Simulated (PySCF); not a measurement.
## Rh (rhodium, neutral) across methods

[Kr] 4d7 5s2, high-spin 4F determinant (an excited configuration). Calculation: PySCF 2.14, in aug-cc-pwCVTZ-PP with ECP28MDF; a scalar-relativistic core potential. The B2PLYP total includes its PT2 part (frozen core); its orbital energies are those of the SCF part.

| method | E (hartree) | mean ε 4d β (eV) | mean ε 5s α (eV) | mean ε 5s β (eV) | Σ⟨r²⟩ (bohr²) | ⟨S²⟩ |
| --- | --- | --- | --- | --- | --- | --- |
| r2SCAN | -110.1022 | -7.972 | -5.870 | -5.113 | 52.12 | 3.763 |
| PBE0 | -110.0568 | -9.498 | -6.334 | -5.557 | 52.43 | 3.757 |
| M06 | -110.0751 | -9.505 | -6.463 | -5.790 | 52.23 | 3.757 |
| PBE | -110.0771 | -7.785 | -5.678 | -4.939 | 52.39 | 3.756 |
| wB97M-V | -109.9877 | -11.945 | -8.165 | -7.491 | 52.55 | 3.755 |
| B2PLYP | -109.9016 | -11.135 | -6.787 | -6.049 | 53.13 | 3.758 |
| LDA | -109.8456 | -7.714 | -5.926 | -5.233 | 52.08 | 3.755 |
| UHF | -109.34466 | -13.990 | -7.623 | -6.558 | 54.58 | 3.767 |

Energies and moments cover only the electrons outside the core potential.
